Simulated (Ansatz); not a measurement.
Two isomers of C3H4AlF: A = `[CH3][Al]1[CH]=[C]1F`, B = `C#[C][Al]([CH3])[F]`.

Computed with Ansatz on PBE0-D4/def2-TZVP structures; ΔE is electronic, products minus reactants. CBS: MP2 limit from def2 TZ/QZ plus the TZ coupled-cluster correction, frozen cores. DFT in def2-TZVPP. B3LYP here is the variant with VWN-RPA as its local correlation; programs differ in this.

(1) Which isomer does CCSD(T)/CBS put lower? Give the gap. (An estimate is asked.)

(2) Give E(B) − E(A) in kcal/mol with LDA (SPW92), ωB97M-V, MP2/def2-TZVPP, CCSD(T)/def2-TZVPP, r2SCAN-D4, B3LYP-D4, HF/def2-TZVPP. (Best estimate.)

Largest T1 diagnostic: 0.014.

Results:

(1) The calculation gave: B, by 71.3 kcal/mol.

(2) Ansatz gave: LDA (SPW92) -51.9, ωB97M-V -66.0, MP2/def2-TZVPP -73.3, CCSD(T)/def2-TZVPP -70.5, r2SCAN-D4 -63.2, B3LYP-D4 -67.7, HF/def2-TZVPP -75.5. None reverses the order clearly.

At CCSD(T), def2-SVP lies +4.1 kcal/mol from the extrapolated value and def2-TZVPP +0.8 kcal/mol. From PBE to PBE0 (25 % exact exchange), in def2-TZVPP and without D4, E(B) − E(A) moves by −1.9 kcal/mol.
